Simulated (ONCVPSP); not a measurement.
# Reading a pseudo-wave (Al)

Columns: radius, all-electron u(r) and pseudo u(r) of the 3p shell (level -3.11 eV) of aluminium in the configuration [Ne] 3s1.5 3p1.5; LDA (Perdew-Wang 92), scalar-relativistic, ONCV scheme, ONCVPSP 4.0.1.

| r (bohr) | all-electron | pseudo |
| --- | --- | --- |
| 0.105 | -0.0824 | 0.0028 |
| 0.210 | -0.1787 | 0.0111 |
| 0.315 | -0.2222 | 0.0247 |
| 0.420 | -0.2169 | 0.0430 |
| 0.525 | -0.1786 | 0.0659 |
| 0.630 | -0.1211 | 0.0929 |
| 0.735 | -0.0540 | 0.1236 |
| 0.840 | 0.0165 | 0.1573 |
| 0.945 | 0.0864 | 0.1932 |
| 1.050 | 0.1531 | 0.2303 |
| 1.155 | 0.2153 | 0.2678 |
| 1.260 | 0.2721 | 0.3054 |
| 1.365 | 0.3233 | 0.3424 |
| 1.470 | 0.3687 | 0.3785 |
| 1.575 | 0.4086 | 0.4129 |
| 1.680 | 0.4431 | 0.4446 |
| 1.785 | 0.4725 | 0.4729 |
| 1.890 | 0.4970 | 0.4971 |
| 1.995 | 0.5171 | 0.5171 |
| 2.100 | 0.5331 | 0.5331 |
| 2.205 | 0.5453 | 0.5453 |
| 2.310 | 0.5540 | 0.5540 |
| 2.415 | 0.5597 | 0.5597 |
| 2.520 | 0.5625 | 0.5625 |
| 2.625 | 0.5629 | 0.5629 |
| 2.730 | 0.5611 | 0.5611 |

**Question.** How many radial nodes do the two functions have?

**Answer.** The all-electron 3p function has n − l − 1 = 1; the pseudo-wave has 0, since the states of the same l below it are removed with the core.

**Question.** At about which radius was the pseudo-wave matched?

**Answer.** 2.10 bohr. The columns agree to 0.0005 from 1.78 bohr on; several derivatives are matched, so the curves merge somewhat inside the radius.

**Question.** Is the pseudo-wave norm-conserving?

**Answer.** Yes: the ONCV scheme keeps the norm inside the radius equal to the all-electron one, which fixes the energy derivative of the logarithmic derivative at the level.
